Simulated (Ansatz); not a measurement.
`CC1(F)C=N1` and `FBC1(F)C=N1` differ in one atom or group.

Ansatz, PBE0-D4/def2-TZVP geometries, multiplicity 1. Each molecule was computed in one conformer, which needn't be the lowest.

```
                               property  `CC1(F)C=N1`
    LUMO energy (B3LYP/def2-TZVPP) / eV         -1.24
HOMO–LUMO gap (ωB97M-V/def2-TZVPP) / eV         11.57
    HOMO energy (B3LYP/def2-TZVPP) / eV         -7.68
     HOMO energy (PBE0/def2-TZVPP) / eV         -7.88
      HOMO energy (PBE/def2-TZVPP) / eV         -6.44
  LUMO energy (ωB97M-V/def2-TZVPP) / eV          1.37
```

**Question.** Give the same properties after the change, and the shifts. (Best estimate.)

**Answer.** The calculation gave: 
| property | `FBC1(F)C=N1` | shift |
| --- | --- | --- |
| LUMO energy (B3LYP/def2-TZVPP) / eV | -2.02 | -0.78 |
| HOMO–LUMO gap (ωB97M-V/def2-TZVPP) / eV | 11.07 | -0.50 |
| HOMO energy (B3LYP/def2-TZVPP) / eV | -8.21 | -0.53 |
| HOMO energy (PBE0/def2-TZVPP) / eV | -8.43 | -0.55 |
| HOMO energy (PBE/def2-TZVPP) / eV | -7.02 | -0.58 |
| LUMO energy (ωB97M-V/def2-TZVPP) / eV | 0.37 | -1.00 |

With PBE0 the HOMO falls by 0.55 eV and the LUMO falls by 0.81 eV, so the gap narrows by about 0.26 eV. PBE moves the HOMO by -0.58 eV and ωB97M-V by -0.50 eV. The zero-point energy changes by -59.1 kJ/mol with -3 modes.

B3LYP here is the variant with VWN-RPA as its local correlation; programs differ in this.
